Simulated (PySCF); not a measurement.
A species of formula C7H7Cl has this rotational fingerprint, computed with PBE0-D3(BJ)/def2-SVP geometry optimisation, gas phase (PySCF):

| Property | Result |
| --- | --- |
| Rotational constants | A = 5528, B = 967.3, C = 827.5 MHz |
| Dipole components | \|μa\| = 2.05 D, \|μb\| = 0.00 D, \|μc\| = 0.05 D |
| Inertial defect | -3.18 u·Å² |
| κ | -0.94 |

Question: Which candidate fits, each taken in the one conformer that was computed?
A. `c1(cc(Cl)ccc1)C`
B. `Cc1ccc(Cl)cc1`
C. `C[C@@]12[C@@H]3[C@H]4[C@@H]3[C@]1(Cl)[C@H]42`
D. `CC1=CC=CC=C1Cl`

Answer: B. It is Cc1ccc(Cl)cc1, a near-prolate asymmetric top, point group Cs. The candidates at the same level (rigid rotor, commonest isotopes):

```
                                      SMILES  A (MHz)  B (MHz)  C (MHz)  μa (D)  μb (D)  μc (D)  Δ (u·Å²)  point group                        rotor
                                 Cc1ccccc1Cl     2867     1537     1007    1.18    0.51    0.00     -3.14           Cs               asymmetric top
C[C@@]12[C@@H]3[C@H]4[C@@H]3[C@]1(Cl)[C@H]42     2834     1744     1319    1.69    0.26    0.01    -84.76           C1               asymmetric top
                               Cc1ccc(Cl)cc1     5528    967.3    827.5    2.05    0.00    0.05     -3.18           Cs  near-prolate asymmetric top
                               Cc1cccc(Cl)c1     3337     1191    882.6    1.86    0.18    0.06     -3.18            –               asymmetric top
```

`C[C@@]12[C@@H]3[C@H]4[C@@H]3[C@]1(Cl)[C@H]42` has B 80 % too high; `Cc1cccc(Cl)c1` has A 40 % too low; `Cc1ccccc1Cl` has B 59 % too high. In the right answer the mirror of this Cs structure is the ac plane, so μb vanishes by symmetry. No structure here is proved a minimum.
